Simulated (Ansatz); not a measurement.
F₂GaH, SMILES `[F][GaH][F]`, relaxed with RKS PBE0-D4/def2-TZVP in Ansatz from a PBE-D4/def2-SVP geometry. The force threshold is 0.005 eV/Å; the program also tests the step.

The species carries charge 0 and has multiplicity 1.

Start:

```xyz
4

F    -1.633    0.017   -0.486
Ga    0.076   -0.032   -0.065
F     0.364    0.512    1.584
H     1.194   -0.498   -1.033
```

```tsv
step	energy (eV)	largest force (eV/Å)	largest move (Å)
1	-57820.5482	0.523	0.000
2	-57820.5585	0.247	0.013
3	-57820.5607	0.062	0.007
4	-57820.5608	0.018	0.009
5	-57820.5609	0.002	0.005
```

End:

```xyz
4

F    -1.615    0.017   -0.480
Ga    0.074   -0.031   -0.064
F     0.359    0.507    1.566
H     1.182   -0.493   -1.022
```

Hardware: 4 threads of an Arm Neoverse V2 on a shared host. Wall time 4.8 s, peak host memory 0.2 GiB.
